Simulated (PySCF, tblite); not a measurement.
C5H8P3 (charge -1).
Bonds: C1–C2, C2–C3, C2–C4, C4–P5 (aromatic), P5–P6 (aromatic), P6–C7 (aromatic), C7–P8 (aromatic), C4–P8 (aromatic). Hydrogens: H9, H10, H11 on C1; H12 on C2; H13, H14, H15 on C3; H16 on C7.

Computed geometry: GFN2-xTB, gas phase.

(1) List the bond lengths, angles and torsions at this level.

Answers

(1) 
| bond | length (Å) | order |
| --- | --- | --- |
| C1–C2, C2–C3 | 1.527 | single |
| C2–C4 | 1.512 | single |
| C4–P5 | 1.740 | aromatic |
| P5–P6 | 2.091 | aromatic |
| P6–C7 | 1.724 | aromatic |
| C7–P8 | 1.727 | aromatic |
| C4–P8 | 1.744 | aromatic |
| C1–H9 and 5 like bonds | 1.089 | single |
| C2–H12 | 1.100 | single |
| C7–H16 | 1.085 | single |

Bonds in one row agree within 0.01 Å and their mean is given. Orders are formal, as drawn. A selection of angles:
| angle | degrees |
| --- | --- |
| C1–C2–C3 | 110.0 |
| C1–C2–C4 | 111.0 |
| C2–C4–P5 | 120.2 |
| C2–C4–P8 | 118.1 |
| P5–C4–P8 | 121.7 |
| C4–P5–P6 | 99.1 |
| P5–P6–C7 | 98.1 |
| P6–C7–P8 | 123.6 |
| C4–P8–C7 | 97.5 |

Dihedral angles: C1–C2–C4–P5 -60° (synclinal). The mirror-image conformer, all signs reversed, is as good.

C4 (substituted aromatic carbon) is planar (angles 121.7°, 120.2° and 118.1°, sum 360.0°, 0.00 Å off the plane of its three neighbours). P5 (phosphorus bonded to C and P) is bent (angle 99.1°). The 5-membered ring C4–P5–P6–C7–P8 has internal angles of 97.5° to 123.6° (sum 540°, against 540° for a flat polygon); it is planar, 0.00 Å rms from its mean plane, widest ring torsion 0°. Of the pairs four or more bonds apart, P5···H10 is among the closest relative to their van der Waals radii: 2.88 Å, 96 % of the sum of Bondi's values. C7 (aromatic CH carbon) is planar (angles 123.6°, 118.5° and 117.9°, sum 360.0°, 0.00 Å off the plane of its three neighbours).

Point group: near Cs, missed by 0.08 Å at most; the miss may be what the optimiser left on a soft mode. Its GFN2-xTB frequencies are all real (lowest 30 cm⁻¹). 2 starts were optimised and ended at 0.00 and 0.02 kcal/mol (GFN2-xTB); the lowest of these is shown.
